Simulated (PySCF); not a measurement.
Dipole moment and polarisability of `C/C=C(\CO)OC=O`

C₅H₈O₃.
Cartesian coordinates in Å at the GFN2-xTB level; atoms count from 1:
```xyz
16
C5H8O3 angstrom
C     -1.8866    0.3584   -1.3618
C     -0.7484    0.9797   -0.6322
C      0.0028    0.3814    0.2828
C     -0.1243   -1.0480    0.7592
O      0.4191   -1.9738   -0.1448
O      1.0294    1.1471    0.8815
C      2.2595    0.6761    0.9009
O      2.6546   -0.3578    0.4410
H     -1.9511   -0.7072   -1.1718
H     -2.8203    0.8379   -1.0677
H     -1.7588    0.5155   -2.4314
H     -0.5274    2.0099   -0.8794
H     -1.1803   -1.3073    0.8651
H      0.3519   -1.1336    1.7475
H      1.3662   -1.7744   -0.2312
H      2.9060    1.4052    1.4165
```

Level: CAM-B3LYP/def2-SVPD (PySCF), static field, nuclei fixed, core orbitals frozen in the response. The polarisability tensor in these axes (au):

```
x   82.53 -4.52 14.39
y   -4.52 70.06 -2.29
z   14.39 -2.29 65.91
```

Problem. Diagonalise the tensor; give its mean and Δα, where Δα² is half the sum of the squared differences of the eigenvalues.

Solution. Principal values 57.60, 68.90 and 92.01 au; mean 72.83 au = 10.79 Å³ = 12.01 × 10⁻⁴⁰ C²·m²/J; Δα = 30.38 au (42 % of the mean).

Problem. What is the dipole moment, and where does it point?

Solution. (-1.04, 2.61, 0.65) D, 2.88 D in size, pointing from the negative to the positive side. Measured along this direction, the outermost atoms are H15 at the negative end and H12 at the positive end.

Problem. Molar refractivity from α?

Solution. Lorentz–Lorenz: R = (4π/3)N_A α = 2.5225 cm³/(mol·Å³) × 10.79 Å³ = 27.2 cm³/mol, in the limit of long wavelengths.

Problem. What are the principal values of the traceless quadrupole moment, Θ = ½Σq(3rr − r²1), about the centre of nuclear charge?

Solution. -8.90, 1.95, 6.95 D·Å. The values depend on the origin, since the dipole doesn't vanish. The electronic extent ⟨r²⟩ about the same centre is 1018 bohr², a root-mean-square distance of 2.14 Å for the 62 electrons.

Problem. Give the principal axes and the span of the nuclei along them.

Solution. Largest value along (0.84, -0.22, 0.49), where the nuclei span 5.92 Å; middle along (0.18, 0.97, 0.13), 3.95 Å; least along (-0.50, -0.02, 0.86), 2.60 Å. The response follows the extents in order.

The structure is a single GFN2-xTB conformer in the gas phase; no vibrational or solvent corrections.
